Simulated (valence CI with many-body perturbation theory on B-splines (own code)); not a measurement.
## As20+: electric-dipole lines

Method: valence CI with perturbative core correlation (CI+MBPT): three valence electrons over a frozen Dirac-Fock core [Ne], radial functions for each j: 11 s, 11 p, 10 d, 8 f, 5 g, 2 h, with the one-electron correlation potential Σ1, the two-electron term Σ2, the three-electron term Σ3, Breit, model QED; selected CI, second order for the rest, scaled by the run's own slope (own B-spline code, finite nucleus).

No measured spectrum was set against this ion. As an estimate, levels of excited configurations hold to 0.05 to 0.15 % of their energy, terms of the ground configuration to about 0.5 %.

Lines 1 to 50 of 583 in falling wavelength, among levels below 3283.8 × 10³ cm⁻¹, chosen from the strongest by gf and those to the six lowest levels. Wavelengths and rates use the calculated energies, so an error of 400 cm⁻¹ moves a line at 57.18 nm by 0.23 % and its rate by three times that or more. Electric multipoles are in the length gauge with retardation, E1 and E2 with the static RPA response of the core. Weak lines are less certain than strong ones. Lines between different terms over intervals too small for the method are left out, as are lines whose strength nearly cancels. Where a level lies close to another of its J and parity, the split of strength between their lines is uncertain. The highest levels of a list are the least certain.

Names give the largest LS component (configuration and term), which can be under half, so a name can repeat, a term be missing and a line seem to break the LS rules; names also repeat where a configuration has a term twice. Letters in brackets count levels of one name in rising energy.

```
λ vac (nm)               Upper                 Lower   A (s⁻¹)  S (a.u.) with core polarisation  S without
     57.18      3s2.4p 2P°_1/2         3s2.4s 2S_1/2  2.52e+09                         4.65e-01   4.67e-01
     50.41      3s2.4p 2P°_3/2         3s2.4s 2S_1/2  3.61e+09                         9.12e-01   9.15e-01
     35.01         3p3 2D°_5/2         3s.3p2 2P_3/2  1.24e+09                         1.58e-01   1.63e-01
     34.69       3s.3p2 4P_1/2        3s2.3p 2P°_3/2  4.65e+07                         1.91e-03   1.98e-03
     31.92       3p2.3d 2G_7/2  3s.3p.3d 2F°_5/2 [b]  1.47e+09                         1.89e-01   1.95e-01
     31.29       3s.3p2 4P_3/2        3s2.3p 2P°_3/2  4.65e+07                         2.82e-03   2.91e-03
     29.13  3p.3d2 2G°_9/2 [b]         3s.3d2 2F_7/2  1.01e+09                         1.23e-01   1.26e-01
     29.12   3p2.3d 2F_5/2 [a]  3s.3p.3d 2F°_5/2 [a]  2.59e+09                         1.89e-01   1.95e-01
     29.02       3p2.3d 2G_9/2  3s.3p.3d 2F°_7/2 [b]  2.73e+09                         3.29e-01   3.40e-01
     29.01  3p.3d2 2G°_9/2 [a]         3s.3d2 2G_9/2  1.88e+09                         2.26e-01   2.33e-01
     28.92  3p.3d2 2G°_9/2 [a]         3s.3d2 2G_7/2  2.49e+09                         2.97e-01   3.06e-01
     28.86       3s.3p2 4P_5/2        3s2.3p 2P°_3/2  3.06e+08                         2.17e-02   2.25e-02
     28.71       3p2.3d 4F_9/2  3s.3p.3d 2F°_7/2 [a]  1.15e+09                         1.35e-01   1.39e-01
     28.42       3s.3p2 4P_1/2        3s2.3p 2P°_1/2  3.09e+08                         6.99e-03   7.22e-03
     27.92      3p.3d2 4G°_5/2         3s.3d2 4F_3/2  4.75e+09                         3.06e-01   3.16e-01
     27.29  3p.3d2 2G°_7/2 [a]         3s.3d2 2G_7/2  1.71e+09                         1.37e-01   1.42e-01
     27.26   3p2.3d 2F_5/2 [a]  3s.3p.3d 2D°_3/2 [a]  1.92e+09                         1.15e-01   1.19e-01
     27.23      3p.3d2 4G°_7/2         3s.3d2 4F_7/2  1.87e+09                         1.49e-01   1.54e-01
     27.03      3p.3d2 4F°_9/2         3s.3d2 2G_7/2  2.10e+09                         2.04e-01   2.10e-01
     26.87      3p.3d2 4G°_7/2         3s.3d2 4F_5/2  5.05e+09                         3.87e-01   3.99e-01
     26.11      3p.3d2 4G°_9/2         3s.3d2 4F_9/2  2.09e+09                         1.84e-01   1.89e-01
     26.10       3s.3p2 4P_3/2        3s2.3p 2P°_1/2  6.15e+06                         2.16e-04   2.23e-04
     25.69      3p.3d2 4G°_9/2         3s.3d2 4F_7/2  6.38e+09                         5.33e-01   5.50e-01
     25.05  3p.3d2 2F°_5/2 [c]         3s.3d2 2F_5/2  3.69e+09                         1.72e-01   1.77e-01
     25.05         3p3 2P°_3/2         3s.3p2 2P_3/2  4.86e+09                         1.51e-01   1.56e-01
     24.87   3p2.3d 2F_7/2 [a]      3s.3p.3d 4D°_5/2  2.09e+09                         1.27e-01   1.31e-01
     24.80  3p.3d2 2G°_9/2 [b]         3s.3d2 2G_7/2  7.59e+09                         5.71e-01   5.88e-01
     24.56   3p2.3d 2F_7/2 [b]  3s.3p.3d 2D°_5/2 [b]  4.04e+09                         2.36e-01   2.43e-01
     24.50       3p2.3d 4F_3/2      3s.3p.3d 4D°_1/2  4.53e+09                         1.32e-01   1.36e-01
     24.32   3p2.3d 2D_5/2 [b]  3s.3p.3d 2P°_3/2 [b]  2.45e+09                         1.04e-01   1.08e-01
     24.26         3p3 2D°_3/2         3s.3p2 2D_3/2  2.39e+09                         6.74e-02   6.96e-02
     24.12   3p2.3d 2F_5/2 [b]  3s.3p.3d 2F°_5/2 [b]  2.90e+09                         1.21e-01   1.25e-01
     24.05       3p2.3d 2G_9/2  3s.3p.3d 2F°_7/2 [a]  6.89e+09                         4.74e-01   4.88e-01
     24.05  3p.3d2 2P°_3/2 [b]         3s.3d2 2S_1/2  6.99e+09                         1.92e-01   1.98e-01
     24.01     3p.3d2 4G°_11/2         3s.3d2 4F_9/2  1.09e+10                         8.94e-01   9.22e-01
     23.89  3p.3d2 2P°_3/2 [a]         3s.3d2 2D_5/2  5.04e+09                         1.36e-01   1.40e-01
     23.82       3s.3p2 2D_3/2        3s2.3p 2P°_3/2  1.34e+07                         3.57e-04   3.67e-04
     23.76   3p2.3d 2F_5/2 [b]  3s.3p.3d 2F°_7/2 [b]  2.87e+09                         1.14e-01   1.18e-01
     23.67     3p.3d2 2H°_11/2         3s.3d2 2G_9/2  1.76e+10                         1.38e+00   1.42e+00
     23.66         3p3 2D°_5/2         3s.3p2 2D_5/2  4.82e+09                         1.89e-01   1.95e-01
     23.43      3p.3d2 4P°_3/2         3s.3d2 4P_5/2  6.51e+09                         1.65e-01   1.70e-01
     23.42  3p.3d2 2F°_7/2 [a]         3s.3d2 4F_9/2  3.55e+09                         1.80e-01   1.86e-01
     23.30  3p.3d2 4D°_5/2 [a]         3s.3d2 4P_3/2  3.65e+09                         1.37e-01   1.41e-01
     23.29       3p2.3d 4F_5/2      3s.3p.3d 4D°_3/2  4.36e+09                         1.63e-01   1.69e-01
     23.15      3p.3d2 4P°_3/2         3s.3d2 4P_1/2  5.48e+09                         1.34e-01   1.38e-01
     23.03       3p2.3d 4F_9/2      3s.3p.3d 4D°_7/2  5.05e+09                         3.05e-01   3.14e-01
     22.95       3p2.3d 2G_7/2  3s.3p.3d 2F°_5/2 [a]  2.60e+09                         1.24e-01   1.28e-01
     22.94       3s.3p2 2D_5/2        3s2.3p 2P°_3/2  3.37e+09                         1.20e-01   1.24e-01
     22.88  3p.3d2 4D°_7/2 [a]         3s.3d2 4P_5/2  5.80e+09                         2.74e-01   2.83e-01
     22.80         3p3 2D°_5/2         3s.3p2 2D_3/2  7.81e+08                         2.74e-02   2.83e-02
```
